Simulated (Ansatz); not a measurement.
`[F][Hf]([F])([Cl])[Br]` + H–F → `[F][Hf]([F])([F])[Cl]` + HBr at 298.15 K and 1 bar (ligand exchange at the Hf–Br bond).

Gas-phase electronic energies from Ansatz, PBE0-D4/def2-TZVP geometries. CCSD(T)/CBS is the MP2 limit (def2-TZVPP, def2-QZVPP) plus CCSD(T) − MP2 in def2-TZVPP, frozen cores. This one scheme is used for every species. def2 core potentials past Kr. For Br, Hf outer-core shells are correlated without core-valence functions, which leaves a few kJ/mol of doubt a bond. Scalar relativity is left out up to krypton.

```csv
species,CCSD(T)/CBS energy (Eh),H − E (kJ/mol),S (J/(mol·K))
`[F][Hf]([F])([Cl])[Br]`,-3280.90483,37.3,384.2
H–F,-100.39570,33.5,173.6
`[F][Hf]([F])([F])[Cl]`,-807.38599,38.9,351.9
HBr,-2573.91920,24.6,198.6
```

H − E and S are ideal-gas, rigid-rotor, harmonic terms from PBE0-D4/def2-TZVP. 1 Eh = 2625.50 kJ/mol, R = 8.31446 J/(mol·K).

**Question.** By hand: ΔE, ΔH, ΔS and ΔG.

**Answer.** ΔE = (-807.38599) + (-2573.91920) − (-3280.90483) − (-100.39570) = -0.00466 Eh = -12.2 kJ/mol. Δ(H − E) = 38.9 + 24.6 − 37.3 − 33.5 = -7.3, so ΔH = -19.5 kJ/mol. ΔS = 351.9 + 198.6 − 384.2 − 173.6 = -7.3 J/(mol·K). ΔG = -19.5 − 298.15 × (-7.3)/1000 = -17.3 kJ/mol.

**Question.** By hand: the equilibrium constant, and the temperature at which ΔG would vanish if ΔH and ΔS stayed fixed.

**Answer.** log₁₀ K = −ΔG/(RT ln 10) = 3.0. ΔG = 0 at ΔH/ΔS = 2671 K, far beyond where these terms or the molecules hold.

The number of gas molecules stays the same, so ΔS is small and ΔH decides. A doubt of 5 kJ/mol in ΔE shifts log₁₀ K by 0.9 here. These are equilibria of isolated gas molecules and say nothing of rates. Largest T1 diagnostic: 0.016 (customary marks: 0.02 for closed shells, 0.045 for open ones).
